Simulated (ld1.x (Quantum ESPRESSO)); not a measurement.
## A failed generation for aluminium

Input:

```
&input
   title='Al', zed=13., rel=1, dft='PZ', iswitch=3,
   config='[Ne] 3s2 3p1',
   nld=2, rlderiv=2.55, eminld=-3.0, emaxld=5.0, deld=0.02
 /
 &inputp
   pseudotype=1, tm=.true., lloc=0,
   nlcc=.true., rcore=0.80,
   file_pseudopw='Al.pp', file_wfcaegen='ae.wfc', file_wfcncgen='nc.wfc'
 /
2
3P  2  1   1.00   0.00  2.35  2.35  0.0
3S  1  0   2.00   0.00  1.02  1.02  0.0
 &test
   configts(1)='3s2 3p1'
 /
```

```bash
ld1.x < Al.in > Al.out
```

End of the output:

```
       Warning: n=2, l=1 expected 0 nodes, found 1
       Setting wfc to zero for this iteration
       (This warning will only be printed once per wavefunction)

 %%%%%%%%%%%%%%%%%%%%%%%%%%%%%%%%%%%%%%%%%%%%%%%%%%%%%%%%%%%%%%%%%%%%%%%%%%%%%%
     Error in routine run_pseudo (1):
     Errors in PS-KS equation
 %%%%%%%%%%%%%%%%%%%%%%%%%%%%%%%%%%%%%%%%%%%%%%%%%%%%%%%%%%%%%%%%%%%%%%%%%%%%%%

     stopping ...
```

Why did it fail, and what change makes it run?

The run stopped because the pseudo-atom solver did not find the valence states with the expected number of nodes, which is the usual sign of a ghost state. A run that differs only in the following succeeds: wave 3s (bound): rc 1.02 bohr becomes 3s (bound): rc 1.55 bohr. The answer isn't unique; the calculation gave this one.
